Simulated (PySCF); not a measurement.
Quadrupolar nuclei of `C=C[P@@]1(=O)CCC(C)=C1F` in NMR

C7H10FOP.
Z-matrix (Å and degrees, GFN2-xTB geometry), rows numbered from 1:
```
C 
C   1  1.3217
P   2  1.8130  1  118.60
O   3  1.4638  2  114.80  1     1.91
C   3  1.8459  2  107.75  1   134.49
C   5  1.5314  3  106.89  2    87.21
C   6  1.5071  5  109.25  3    22.84
C   7  1.4908  6  119.66  5   165.18
C   7  1.3298  6  114.49  5   -16.19
F   9  1.3432  3  121.35  2    81.82
H   1  1.0791  2  119.44  3    -0.53
H   1  1.0782  2  123.12  3   179.57
H   2  1.0802  1  123.32  3  -178.95
H   5  1.0898  3  112.66  2   -37.21
H   5  1.0931  3  105.27  2  -154.58
H   6  1.0926  5  111.18  3   144.78
H   6  1.0940  5  110.42  3   -96.54
H   8  1.0896  7  110.18  6   -61.42
H   8  1.0898  7  110.19  6    57.43
H   8  1.0868  7  110.56  6   178.08
```

Computed at PBE0/pcSseg-1 (PySCF, non-relativistic):

```json
{"atom": "O4", "environment": "phosphoryl oxygen", "nucleus": "17O", "spin I": "5/2", "Q (b)": "-0.0256", "CQ = χzz (MHz)": "-5.020", "η": "0.159"}
```

Problem. Recover the principal values of the field gradient from CQ = 234.96 MHz × Q × Vzz, η = (Vxx − Vyy)/Vzz and a zero trace.

Solution. Vxx = −Vzz(1 − η)/2 and Vyy = −Vzz(1 + η)/2, in au:

```
atom  Vxx (au)  Vyy (au)  Vzz (au)  Vzz (10²¹ V/m²)
  O4    -0.351    -0.484     0.835             8.11
```

Problem. PQ = |CQ|√(1 + η²/3), νQ = 3|CQ|/[2I(2I − 1)], ν0 = |g|·7.62259 MHz/T·B with g(17O) = −0.75752: values at 14.1 T?

Solution. 
```json
{"atom": "O4", "PQ (MHz)": "5.041", "νQ (MHz)": "0.753", "ν0 (MHz)": "81.42", "νQ/ν0": "0.009"}
```

For O4: PQ = 5.020 × 1.0042, νQ = 5.020 × 0.1500, ν0 = 5.7742 MHz/T × 14.1 T.

Problem. Second-order quadrupolar shift of the central transition's centre of gravity (half-integer spins, νQ < ν0/10) at 14.1 and 18.8 T.

Solution. δ = −(3/40)(PQ/ν0)² [I(I + 1) − 3/4]/[I²(2I − 1)²], in ppm:

```tsv
site	14.1 T	18.8 T
17O at O4	-23	-12.9
```

Problem. Quadrupolar 1/T1 and linewidth for τc = 1.5 ps (extreme narrowing, isotropic tumbling)?

Solution. Rate = (3π²/10) PQ² τc (2I + 3)/[I²(2I − 1)], the same for T1 and T2; width = rate/π.

```
     site  spin factor (2I + 3)/[I²(2I − 1)]  1/T1 (s⁻¹)  T1 (ms)  linewidth (Hz)
17O at O4                              0.320        36.1     27.7            11.5
```

Solvent, lattice and vibrations would change these gradients. Geometry: GFN2-xTB, one conformer, isolated molecule. GFN2-xTB bond lengths can be off by several hundredths of an ångström, more for odd bonds, and the gradients follow them. These gradients aren't converged with respect to the basis.
